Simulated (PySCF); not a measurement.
Compound: C6H12GaP.
Numbering: `[CH2:1]=[CH:2][CH2:3][P@@+:4]1([GaH3-:5])[CH:6]=[C:7]1[CH3:8]` (hydrogens: H9, H10 on C1; H11 on C2; H12, H13 on C3; H14, H15, H16 on Ga5; H17 on C6; H18, H19, H20 on C8)

Geometry (PBE0-D3(BJ)/def2-SVP, Å), atoms numbered from 1 in this order:
```
atom  x, y, z in Å
C1     2.679    0.802    0.442
C2     1.960    0.056   -0.400
C3     1.192   -1.164   -0.012
P4    -0.640   -0.868   -0.179
Ga5   -1.656   -1.106   -2.430
C6    -1.396   -0.840    1.451
C7    -1.121    0.377    1.037
C8    -1.196    1.822    1.308
H9     3.204    1.697    0.099
H10    2.779    0.537    1.500
H11    1.886    0.353   -1.454
H12    1.425   -2.010   -0.680
H13    1.402   -1.468    1.025
H14   -1.704   -2.679   -2.570
H15   -0.478   -0.356   -3.186
H16   -3.001   -0.315   -2.186
H17   -1.840   -1.428    2.254
H18   -0.190    2.265    1.263
H19   -1.799    2.311    0.527
H20   -1.643    2.026    2.291
```

Level of theory: TDDFT wB97X-D/def2-SVPD, vertical, gas phase, core orbitals frozen in the response in PySCF 2.14.0, density-fitted response routines. The wB97X-D/def2-SVPD calculation is non-relativistic and has no spin–orbit coupling, an omission that weighs most on gallium.

Task: List the vertical singlet excitations with oscillator strengths and describe the spectrum.

Result: 

| state | E (eV) | E (hartree) | f | main configurations (H = HOMO, L = LUMO) |
| --- | --- | --- | --- | --- |
| S1 | 5.49 | 0.2019 | 0.012 | H→L (55%), H→L+1 (29%) |
| S2 | 5.75 | 0.2112 | 0.059 | H→L+1 (52%), H→L (32%) |
| S3 | 6.03 | 0.2217 | 0.0089 | H-4→L (49%), H-1→L (37%) |
| S4 | 6.53 | 0.2401 | 0.060 | H-1→L+1 (66%) |
| S5 | 6.61 | 0.2429 | 0.0039 | H-2→L+1 (51%), H-2→L (28%) |
| S6 | 6.72 | 0.2470 | 0.290 | H→L+3 (42%), H→L+2 (15%) |
| S7 | 6.83 | 0.2510 | 0.046 | H-2→L (26%), H-3→L (19%), H-2→L+1 (11%) |
| S8 | 6.92 | 0.2544 | 0.0056 | H-1→L+3 (27%), H-1→L+4 (23%), H-1→L+5 (17%) |
| S9 | 6.99 | 0.2569 | 0.0048 | H-3→L (14%), H-2→L (12%), H-2→L+4 (10%) |
| S10 | 7.09 | 0.2605 | 0.063 | H→L+2 (55%), H→L+3 (16%) |

Triplets (Tamm–Dancoff): T1 4.33 eV, H→L+1 (32%), H-3→L+1 (20%), H-3→L+3 (9%); T2 4.45 eV, H→L (59%), H-5→L (15%); T3 5.15 eV, H→L+1 (44%), H→L+3 (22%), H-3→L+1 (16%); T4 5.57 eV, H-4→L (55%), H-1→L (29%).

The lowest singlet comes at 226 nm (530 kJ/mol) in the ultraviolet; it is weak; its leading configuration is HOMO→LUMO (55%). The strongest level in the table is S6 at 6.72 eV (184 nm, f = 0.290). Löwdin shares by element: HOMO carbon 23% or more, phosphorus 22%, gallium 11% (atoms not listed hold the other 44%); LUMO carbon 63% or more, phosphorus 9%, hydrogen 7% or more (atoms not listed hold the other 21%). Orbital energies (eV): HOMO-3 -10.05, HOMO-2 -9.39, HOMO-1 -9.24, HOMO -8.93, LUMO 0.99, LUMO+1 1.07, LUMO+2 1.75. The oscillator strengths of these states sum to 0.553; summed over the whole spectrum of an exact calculation they would give the number of electrons, 94 (Thomas–Reiche–Kuhn). Of the 10 states listed, 6 reach f = 0.01 and none stays under 0.0005. All these states lie below the vertical ionisation energy of 8.94 eV (ΔSCF). Only the lowest 10 singlets were computed, as vertical energies without vibronic structure.

One conformer stands for the species.
